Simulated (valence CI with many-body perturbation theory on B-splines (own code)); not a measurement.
# E1 line list for Sb⁴⁴⁺

Calculated by relativistic CI+MBPT: five valence electrons over a frozen Dirac-Fock core [He], radial functions for each j: 9 s, 9 p, 8 d, 6 f, 3 g, 1 h, with the one-electron correlation potential Σ1 (screened to all orders), the two-electron term Σ2, the three-electron term Σ3, Breit, model QED; selected single and double excitations, second order for the rest (own B-spline code, finite nucleus).

No measured spectrum was set against this ion. As an estimate, large intervals hold to a few tenths of a per cent, small ones and those within an open d or f shell to about a per cent. Among the levels kept, up to 1400 cm⁻¹ of a level comes from second order outside the variational space, and about a tenth of that is noise between levels of different J, which matters for small intervals.

Lines 51 to 100 of 243 in falling wavelength, among levels below 4720.2 eV, chosen from the strongest by gf and those to the six lowest levels. Wavelengths and rates use the calculated energies. Electric multipoles are in the length gauge, E1 and E2 with the static RPA response of the core. Weak lines are less certain than strong ones. Lines between different terms over intervals too small for the method are left out, as are lines whose strength nearly cancels. The highest levels of a list are the least certain.

Levels are named by their leading jj configuration (3d3/2^4 stands for four electrons in 3d with j = 3/2), which in mixed levels can hold well under half, so a name can repeat and another be missing. Letters in brackets count levels of one name in rising energy.

```tsv
λ vac (Å)	Upper	Lower	A (s⁻¹)	S (a.u.) with core polarisation	S without
85.70	(2s 2p1/2^2 2p3/2 3p3/2) J=3/2 [b]	(2s 2p1/2^2 2p3/2 3s) J=3/2 [b]	3.40e+10	4.22e-02	4.23e-02
85.40	(2s^2 2p1/2^2 3d3/2) J=3/2	(2s^2 2p1/2^2 3p1/2) J=1/2	4.87e+10	5.99e-02	5.99e-02
84.90	(2s^2 2p1/2^2 3p3/2) J=3/2	(2s^2 2p1/2^2 3s) J=1/2	7.43e+10	8.98e-02	8.98e-02
84.86	(2s 2p1/2^2 2p3/2 3p3/2) J=7/2	(2s^2 2p1/2 2p3/2 3p3/2) J=5/2 [b]	2.13e+10	5.14e-02	5.15e-02
84.56	(2s 2p1/2^2 2p3/2 3p1/2) J=5/2	(2s^2 2p1/2 2p3/2 3p1/2) J=3/2 [b]	1.34e+10	2.40e-02	2.40e-02
84.56	(2s^2 2p1/2 2p3/2 3d3/2) J=3/2 [a]	(2s^2 2p1/2 2p3/2 3p1/2) J=1/2	2.63e+10	3.14e-02	3.14e-02
84.00	(2s 2p1/2^2 2p3/2 3p3/2) J=3/2 [b]	(2s 2p1/2^2 2p3/2 3s) J=1/2	4.54e+10	5.32e-02	5.32e-02
83.90	(2s^2 2p1/2 2p3/2 3p3/2) J=5/2 [b]	(2s^2 2p1/2 2p3/2 3s) J=3/2 [b]	2.99e+10	5.23e-02	5.23e-02
83.80	(2s^2 2p1/2 2p3/2 3p3/2) J=3/2 [a]	(2s^2 2p1/2 2p3/2 3s) J=3/2 [a]	1.60e+10	1.86e-02	1.86e-02
82.82	(2s^2 2p1/2 2p3/2 3d3/2) J=5/2 [b]	(2s^2 2p1/2 2p3/2 3p1/2) J=5/2	1.02e+10	1.71e-02	1.71e-02
82.63	(2s^2 2p1/2 2p3/2 3d3/2) J=1/2 [a]	(2s^2 2p1/2 2p3/2 3p1/2) J=1/2	4.50e+10	2.50e-02	2.50e-02
81.96	(2s 2p1/2^2 2p3/2 3p3/2) J=1/2 [b]	(2s 2p1/2^2 2p3/2 3s) J=1/2	7.64e+10	4.15e-02	4.16e-02
81.74	(2s^2 2p1/2 2p3/2 3p3/2) J=5/2 [b]	(2s^2 2p1/2 2p3/2 3s) J=5/2	1.51e+10	2.45e-02	2.45e-02
81.66	(2s 2p1/2^2 2p3/2 3p3/2) J=5/2 [a]	(2s 2p1/2^2 2p3/2 3s) J=5/2	3.52e+10	5.67e-02	5.68e-02
77.87	(2s^2 2p1/2 2p3/2 3p3/2) J=3/2 [b]	(2s^2 2p1/2 2p3/2 3s) J=3/2 [a]	1.70e+10	1.59e-02	1.59e-02
77.64	(2s 2p1/2^2 2p3/2 3s) J=5/2	(2s^2 2p1/2 2p3/2 3s) J=3/2 [b]	1.56e+10	2.16e-02	2.16e-02
76.30	(2s^2 2p1/2 2p3/2 3p3/2) J=1/2 [b]	(2s^2 2p1/2 2p3/2 3s) J=3/2 [b]	7.42e+10	3.25e-02	3.25e-02
75.78	(2s 2p1/2^2 2p3/2 3s) J=5/2	(2s^2 2p1/2 2p3/2 3s) J=5/2	3.39e+10	4.37e-02	4.38e-02
73.79	(2s^2 2p1/2 2p3/2 3p3/2) J=5/2 [b]	(2s^2 2p1/2 2p3/2 3s) J=3/2 [a]	1.84e+10	2.19e-02	2.19e-02
73.35	(2s 2p1/2^2 2p3/2 3p1/2) J=5/2	(2s^2 2p1/2 2p3/2 3p1/2) J=5/2	1.71e+10	2.00e-02	2.00e-02
68.90	(2s 2p1/2^2 2p3/2 3s) J=5/2	(2s^2 2p1/2 2p3/2 3s) J=3/2 [a]	1.48e+10	1.43e-02	1.43e-02
67.99	(2s 2p1/2^2 2p3/2^2) J=5/2	(2s^2 2p1/2 2p3/2^2) J=5/2	7.07e+09	6.58e-03	6.60e-03
61.53	(2s 2p1/2^2 2p3/2^2) J=5/2	(2s^2 2p1/2 2p3/2^2) J=3/2	1.52e+10	1.05e-02	1.05e-02
57.11	(2s 2p1/2^2 2p3/2^2) J=1/2	(2s^2 2p1/2 2p3/2^2) J=1/2	2.84e+10	5.22e-03	5.23e-03
56.71	(2s 2p1/2^2 2p3/2^2) J=3/2	(2s^2 2p1/2 2p3/2^2) J=1/2	1.42e+08	5.11e-05	5.12e-05
55.61	(2p1/2^2 2p3/2^3) J=3/2	(2s 2p1/2 2p3/2^3) J=3/2 [b]	3.38e+10	1.15e-02	1.15e-02
50.17	(2s 2p1/2^2 2p3/2^2) J=3/2	(2s^2 2p1/2 2p3/2^2) J=5/2	2.89e+10	7.21e-03	7.23e-03
46.83	(2s 2p1/2^2 2p3/2^2) J=1/2	(2s^2 2p1/2 2p3/2^2) J=3/2	7.17e+08	7.27e-05	7.28e-05
46.56	(2s 2p1/2^2 2p3/2^2) J=3/2	(2s^2 2p1/2 2p3/2^2) J=3/2	1.11e+10	2.20e-03	2.21e-03
46.33	(2p1/2^2 2p3/2^3) J=3/2	(2s 2p1/2 2p3/2^3) J=5/2	9.21e+10	1.81e-02	1.81e-02
29.48	(2s 2p1/2 2p3/2^3) J=3/2 [a]	(2s^2 2p1/2 2p3/2^2) J=1/2	4.23e+09	2.14e-04	2.15e-04
27.65	(2s 2p1/2^2 2p3/2^2) J=5/2	(2s^2 2p1/2^2 2p3/2) J=3/2	1.25e+11	7.80e-03	7.82e-03
27.61	(2s 2p1/2 2p3/2^3) J=3/2 [a]	(2s^2 2p1/2 2p3/2^2) J=5/2	1.83e+10	7.62e-04	7.63e-04
26.48	(2s 2p1/2 2p3/2^3) J=3/2 [a]	(2s^2 2p1/2 2p3/2^2) J=3/2	4.53e+11	1.66e-02	1.67e-02
25.85	(2s 2p1/2 2p3/2^3) J=5/2	(2s^2 2p1/2 2p3/2^2) J=5/2	4.49e+11	2.30e-02	2.30e-02
25.68	(2s 2p1/2^2 2p3/2 3p3/2) J=5/2 [b]	(2s^2 2p1/2^2 3p3/2) J=3/2	5.00e+11	2.51e-02	2.52e-02
25.61	(2s 2p1/2 2p3/2^3) J=1/2	(2s^2 2p1/2 2p3/2^2) J=1/2	3.38e+11	5.61e-03	5.62e-03
25.41	(2s 2p1/2^2 2p3/2 3p1/2) J=1/2	(2s^2 2p1/2^2 3p1/2) J=1/2	5.60e+11	9.07e-03	9.09e-03
25.34	(2p1/2 2p3/2^4) J=1/2	(2s 2p1/2 2p3/2^3) J=3/2 [b]	1.24e+12	2.00e-02	2.00e-02
25.30	(2s 2p1/2^2 2p3/2 3p1/2) J=3/2	(2s^2 2p1/2^2 3p1/2) J=1/2	5.16e+11	1.65e-02	1.65e-02
25.28	(2s 2p1/2^2 2p3/2 3s) J=1/2	(2s^2 2p1/2^2 3s) J=1/2	5.44e+11	8.68e-03	8.69e-03
25.20	(2s 2p1/2^2 2p3/2 3p3/2) J=3/2 [b]	(2s^2 2p1/2^2 3p3/2) J=3/2	5.38e+11	1.70e-02	1.70e-02
25.13	(2s 2p1/2^2 2p3/2 3s) J=3/2 [b]	(2s^2 2p1/2^2 3s) J=1/2	5.21e+11	1.63e-02	1.64e-02
25.01	(2s 2p1/2^2 2p3/2 3p3/2) J=1/2 [b]	(2s^2 2p1/2^2 3p3/2) J=3/2	5.55e+11	8.58e-03	8.59e-03
25.01	(2s 2p1/2 2p3/2^3) J=3/2 [b]	(2s^2 2p1/2 2p3/2^2) J=1/2	2.53e+11	7.82e-03	7.84e-03
24.86	(2s 2p1/2 2p3/2^3) J=5/2	(2s^2 2p1/2 2p3/2^2) J=3/2	2.15e+10	9.79e-04	9.81e-04
24.79	(2p1/2^2 2p3/2^3) J=3/2	(2s 2p1/2^2 2p3/2^2) J=3/2	8.15e+11	2.45e-02	2.46e-02
24.76	(2s 2p3/2^4) J=1/2	(2s^2 2p3/2^3) J=3/2	1.12e+12	1.67e-02	1.67e-02
24.75	(2p1/2 2p3/2^4) J=1/2	(2s 2p1/2 2p3/2^3) J=1/2	5.01e+11	7.50e-03	7.52e-03
24.72	(2p1/2^2 2p3/2^3) J=3/2	(2s 2p1/2^2 2p3/2^2) J=1/2	1.70e+11	5.06e-03	5.07e-03
```
